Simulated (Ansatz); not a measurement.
Total energies of the cluster PdS3⁻ (the lowest doublet isomer of a short search) from Ansatz at PBE-D4/def2-TZVPD, gas phase (1 Eh = 27.2114 eV = 2625.5 kJ/mol). The reference geometry is relaxed at PBE0-D4/def2-SVPD.

```csv
atom,x (Å),y (Å),z (Å)
Pd1,0.020,0.051,-0.526
S2,1.301,-0.692,1.312
S3,-0.574,0.044,1.708
S4,-0.747,0.596,-2.495
```

| state | geometry | energy (Eh) |
| --- | --- | --- |
| charge -1 doublet | reference | -1322.19666 |
| charge 0 triplet | reference | -1322.08995 |
| charge -1 quartet | relaxed at PBE0-D4/def2-SVPD | -1322.17942 |

In the def2 sets Pd takes a core potential; there is no spin–orbit coupling.

Question: Work out the vertical ionisation energy to the triplet.

Answer: E(charge 0 triplet) − E(charge -1 doublet) = -1322.08995 − (-1322.19666) = 0.10671 Eh = 2.90 eV. For comparison, −ε of the highest occupied level of the spin that leaves is 0.36 eV at this level, 2.54 eV less.

Question: Which of the charge -1 states is lowest, and how far above it are the others?

Answer: The doublet. quartet: -1322.17942 − (-1322.19666) = 0.01724 Eh = 45.3 kJ/mol.

At PBE-D4/def2-TZVPD the gap within one spin of the charge -1 doublet nearly closes, so an electron or hole may be smeared out by delocalisation error. At PBE-D4/def2-TZVPD the highest occupied level of the charge -1 quartet lies above zero (up to 0.01 eV). It is a level of α spin, whose loss leaves a triplet; that state wasn't run at this geometry and level. The electron is either unbound and held by the finite basis, or the level is raised by self-interaction error. 

The structure comes from a short search, and lower isomers may exist.
